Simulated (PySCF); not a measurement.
## How methods differ on the ionisation energy of Hg

Hg [Xe] 4f14 5d10 6s2 (1S) → Hg⁺ [Xe] 4f14 5d10 6s1 (2S), as a difference of total energies. Computed with PySCF 2.14 in aug-cc-pVDZ-PP with ECP60MDF, with scalar relativity through the core potential. Correlated levels: valence: 5s2 5p6 frozen. The calculations carry no spin-orbit coupling.

Q: Order these methods by the ionisation energy they give, lowest first.
A. CCSD (valence)
B. MP2 (valence)
C. UHF
D. CCSD(T) (valence)

A: C (8.541 eV), A (10.113 eV), D (10.212 eV), B (10.365 eV).

Errors of the correlated levels include the incompleteness of this basis and the frozen core.

For comparison: 10.438 eV (measured; NIST Atomic Spectra Database, ionization energies).
